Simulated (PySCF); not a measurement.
## Atomic charges by several schemes

Compound: C₆H₈NOP.
Cartesian coordinates in Å at the GFN2-xTB level; atoms count from 1:
```xyz
17
C6H8NOP angstrom
C     -2.2761   -1.3550    0.5669
O     -1.5318   -0.2009    0.2733
C     -0.1996   -0.3541    0.0849
P      0.5560   -1.9362    0.2037
C      2.1952   -1.4462   -0.1313
N      2.6634   -0.2544   -0.3870
C      1.8722    0.8045   -0.4211
C      0.5035    0.8228   -0.2048
C     -0.2631    2.1068   -0.2766
H     -2.2047   -2.0879   -0.2444
H     -3.3087   -1.0306    0.6815
H     -1.9285   -1.8238    1.4942
H      2.9370   -2.2398   -0.1291
H      2.3797    1.7357   -0.6440
H     -0.7645    2.2949    0.6716
H      0.3973    2.9389   -0.5056
H     -1.0343    2.0374   -1.0422
```

Density: PBE0/pcSseg-1 (PySCF); schemes: Mulliken, IAO, Hirshfeld and ESP-fitted. Isolated species at its GFN2-xTB geometry (one conformer only).

Question: Which atoms carry the highest charge in the Mulliken, IAO, Hirshfeld and ESP-fitted schemes?

Answer: The schemes don't all agree: Mulliken P4 (+0.343); IAO P4 (+0.222); Hirshfeld H11 (+0.059); ESP-fitted C3 (+0.430).

Question: For which atoms does the sign change between the 4 schemes (beyond +0.03 e in one, beyond −0.03 e in another)?

Answer: P4 and C5. Atomic charges aren't observables, and each scheme defines them in its own way.

Question: At which atom do the 4 schemes differ most?

Answer: At P4: from -0.359 (ESP-fitted) to +0.343 e (Mulliken), 0.702 e apart.

Question: What partial charge does each atom carry?

Answer: In e:

| atom | environment | Mulliken | IAO | Hirshfeld | ESP-fitted |
| --- | --- | --- | --- | --- | --- |
| C1 | methoxy carbon | -0.047 | -0.213 | -0.036 | -0.255 |
| O2 | aryl ether oxygen | -0.460 | -0.304 | -0.082 | -0.212 |
| C3 | aromatic carbon bearing oxygen | +0.028 | +0.006 | +0.029 | +0.430 |
| P4 | phosphorus bonded to 2 C | +0.343 | +0.222 | +0.043 | -0.359 |
| C5 | aromatic CH next to a ring nitrogen | -0.182 | -0.223 | -0.043 | +0.329 |
| N6 | pyridine-type nitrogen | -0.373 | -0.267 | -0.165 | -0.680 |
| C7 | aromatic CH next to a ring nitrogen | +0.196 | -0.010 | +0.014 | +0.389 |
| C8 | substituted aromatic carbon | -0.401 | -0.032 | -0.011 | -0.188 |
| C9 | benzylic-type carbon | -0.107 | -0.422 | -0.121 | -0.565 |
| H10 | methyl hydrogen | +0.129 | +0.145 | +0.041 | +0.139 |
| H11 | methyl hydrogen | +0.136 | +0.167 | +0.059 | +0.151 |
| H12 | methyl hydrogen | +0.129 | +0.145 | +0.041 | +0.137 |
| H13 | aromatic hydrogen | +0.132 | +0.163 | +0.044 | +0.095 |
| H14 | aromatic hydrogen | +0.093 | +0.153 | +0.050 | +0.068 |
| H15 | methyl hydrogen | +0.134 | +0.161 | +0.045 | +0.175 |
| H16 | methyl hydrogen | +0.116 | +0.146 | +0.048 | +0.172 |
| H17 | methyl hydrogen | +0.134 | +0.161 | +0.045 | +0.175 |

Mean size of the charges over all atoms: ESP-fitted 0.266 e, Mulliken 0.185 e, IAO 0.173 e, Hirshfeld 0.054 e. Each set sums to the total charge, 0, to within 0.001 e. The Hirshfeld scheme weights the molecular density at each point by an atom's share of the summed free-atom densities. The Mulliken scheme gives each basis function's population to the atom it is centred on and halves the overlap population of two atoms between them.

Question: How many electrons does the Hirshfeld scheme count on C1?

Answer: Z − q = 6 − (-0.036) = 6.036.

Question: How closely do the schemes follow one another over all atoms?

Answer: Correlation coefficient and root-mean-square difference: IAO with Hirshfeld 0.92, 0.142 e; Mulliken with Hirshfeld 0.77, 0.177 e; Mulliken with IAO 0.76, 0.147 e; Hirshfeld with ESP-fitted 0.72, 0.270 e; IAO with ESP-fitted 0.53, 0.268 e; Mulliken with ESP-fitted 0.46, 0.289 e.

Question: Sum the charges by element, for elements with more than one atom.

Answer: 
| element | atoms | Mulliken | IAO | Hirshfeld | ESP-fitted |
| --- | --- | --- | --- | --- | --- |
| C | 6 | -0.514 | -0.894 | -0.168 | +0.140 |
| H | 8 | +1.003 | +1.243 | +0.372 | +1.112 |
